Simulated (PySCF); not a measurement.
C₄H₇BO₃.
Z-matrix (Å and degrees, PBE0-D3(BJ)/def2-SVP geometry), rows numbered from 1:
```
C 
O   1  1.4232
C   2  1.3104  1  117.89
O   3  1.2646  2  118.59  1     2.69
B   4  1.5550  3  118.84  2  -168.09
O   5  1.5126  4  106.51  3   -36.54
C   6  1.2787  5  118.83  4    36.17
C   7  1.3796  6  124.33  5   -15.18
H   1  1.0990  2  110.66  3    57.69
H   1  1.0989  2  110.64  3   -63.08
H   1  1.0952  2  105.75  3   177.38
H   5  1.2111  4  107.78  3  -154.39
H   5  1.2240  4  106.88  3    79.37
H   7  1.0996  6  115.27  5   167.11
H   8  1.0871  3  120.51  2     2.10
```

All values: PBE0/pcSseg-1 and PBE0/def2-SVPD (PySCF, non-relativistic), on one gas-phase PBE0-D3(BJ)/def2-SVP geometry that isn't relaxed in the solvent. The solvent is an IEF-PCM continuum (cavity from Bondi-type radii × 1.2). Specific hydrogen bonds and non-electrostatic terms are outside this model.

Gas phase at PBE0/pcSseg-1: HOMO -6.97 eV, LUMO -1.63 eV, dipole 4.23 D.

Question: What does the continuum do to the energy, the frontier levels and the dipole at PBE0/pcSseg-1 in chloroform and acetone?

Answer: 
```json
{"solvent": "chloroform", "ε": "4.711", "E(solvent) − E(gas) (kJ/mol)": "-21.06", "polarisation term (kJ/mol)": "-23.56", "distortion of the solute (kJ/mol)": "2.50", "HOMO (eV)": "-7.08", "LUMO (eV)": "-1.59", "dipole (D)": "5.00"}
{"solvent": "acetone", "ε": "20.49", "E(solvent) − E(gas) (kJ/mol)": "-27.69", "polarisation term (kJ/mol)": "-32.04", "distortion of the solute (kJ/mol)": "4.35", "HOMO (eV)": "-7.12", "LUMO (eV)": "-1.58", "dipole (D)": "5.24"}
```

The polarisation term is half the interaction of the solute with the surface charges that it induces; the rest is the cost of distorting the solute's density. The sum is the electrostatic part of solvation alone. From chloroform to acetone the lowering changes by a factor 1.31, Onsager's factor (ε − 1)/(2ε + 1) by 1.30 and ε itself by 4.3.

Question: Which radius a makes the point-dipole formula ΔE = −[(ε − 1)/(2ε + 1)]·μ²/a³ give the value in acetone, with the gas-phase dipole?

Answer: μ = 1.666 au and |ΔE| = 0.01055 Eh give a = 2.63 Å; the farthest nucleus lies 3.52 Å from the centroid of the nuclei, so such a sphere wouldn't even hold the nuclei. The formula assumes a rigid point dipole at the centre of a sphere.

Question: Which Hirshfeld charges (PBE0/pcSseg-1) respond most in acetone (means over atoms taken as equivalent)?

Answer: 
```csv
atoms,environment,gas (e),solvent (e),change
O6,boron-bound oxygen,-0.125,-0.145,-0.020
H14,vinylic hydrogen,+0.070,+0.084,+0.014
H12/H13,B–H hydrogen,-0.102,-0.113,-0.011
H15,vinylic hydrogen,+0.054,+0.065,+0.011
B5,four-coordinate boron,+0.047,+0.038,-0.009
O4,oxygen bonded to B and C,-0.116,-0.123,-0.007
```

Question: Which Mayer bond orders change most in acetone?

Answer: 
```tsv
bond	length (Å)	gas	solvent	change
O6–C7	1.279	1.341	1.297	-0.044
C3–O4	1.265	1.364	1.336	-0.028
C7–C8	1.380	1.478	1.503	+0.025
O4–B5	1.555	0.611	0.635	+0.024
B5–O6	1.513	0.709	0.729	+0.020
O2–C3	1.310	1.160	1.177	+0.017
C1–O2	1.423	0.854	0.840	-0.014
B5–H13	1.224	0.972	0.962	-0.010
```

Gas phase at PBE0/def2-SVPD: HOMO -6.99 eV, LUMO -1.72 eV, dipole 4.21 D.

Question: What does the continuum do to the energy, the frontier levels and the dipole at PBE0/def2-SVPD in acetone?

Answer: 
| solvent | ε | E(solvent) − E(gas) (kJ/mol) | polarisation term (kJ/mol) | distortion of the solute (kJ/mol) | HOMO (eV) | LUMO (eV) | dipole (D) |
| --- | --- | --- | --- | --- | --- | --- | --- |
| acetone | 20.49 | -26.54 | -31.30 | 4.76 | -7.12 | -1.64 | 5.31 |

The atom shares or the degeneracy of the HOMO differ from the gas phase in acetone, so that column needn't follow one orbital.

Question: How does the static polarisability (PBE0/def2-SVPD, frozen core, with the continuum's full static response) change?

Answer: 
```json
{"medium": "gas", "isotropic (au)": "75.3", "principal values (au)": "53.9, 76.1, 95.9", "⟨r²⟩ of the electrons (bohr²)": "947.5"}
{"medium": "acetone", "isotropic (au)": "98.7", "principal values (au)": "71.9, 99.3, 124.9", "⟨r²⟩ of the electrons (bohr²)": "946.9"}
```

The isotropic value in acetone is 1.31 times the gas-phase one; no cavity-field correction is applied. ⟨r²⟩ is taken about the centre of nuclear charge.
